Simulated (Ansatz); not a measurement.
Start from `C[SiH2][SiH](F)Cl` and change one atom or group to get `C#C[SiH](F)Cl`.

Ansatz, PBE0-D4/def2-TZVP geometries, multiplicity 1. Each molecule was computed in one conformer, which needn't be the lowest.

```tsv
property	`C[SiH2][SiH](F)Cl`
HOMO–LUMO gap (PBE/def2-TZVPP) / eV	5.58
LUMO energy (PBE/def2-TZVPP) / eV	-1.32
HOMO energy (PBE0/def2-TZVPP) / eV	-8.11
size of the dipole moment (PBE/def2-TZVPP) / D	1.71
HOMO–LUMO gap (PBE0/def2-TZVPP) / eV	7.63
HOMO energy (B3LYP/def2-TZVPP) / eV	-7.92
```

Task: Give the same properties after the change, and the shifts. (Estimate.)

Result: Computed: 
```json
{"property": "HOMO–LUMO gap (PBE/def2-TZVPP) / eV", "`C#C[SiH](F)Cl`": "5.79", "shift": "0.21"}
{"property": "LUMO energy (PBE/def2-TZVPP) / eV", "`C#C[SiH](F)Cl`": "-1.84", "shift": "-0.52"}
{"property": "HOMO energy (PBE0/def2-TZVPP) / eV", "`C#C[SiH](F)Cl`": "-8.89", "shift": "-0.78"}
{"property": "size of the dipole moment (PBE/def2-TZVPP) / D", "`C#C[SiH](F)Cl`": "1.90", "shift": "0.19"}
{"property": "HOMO–LUMO gap (PBE0/def2-TZVPP) / eV", "`C#C[SiH](F)Cl`": "7.98", "shift": "0.35"}
{"property": "HOMO energy (B3LYP/def2-TZVPP) / eV", "`C#C[SiH](F)Cl`": "-8.62", "shift": "-0.70"}
```

With PBE0 the HOMO falls by 0.78 eV and the LUMO falls by 0.43 eV, so the gap widens by about 0.35 eV. PBE moves the HOMO by -0.74 eV and ωB97M-V by -0.98 eV. Dipoles are sizes alone; their direction can turn.

B3LYP here is the variant with VWN-RPA as its local correlation; programs differ in this.
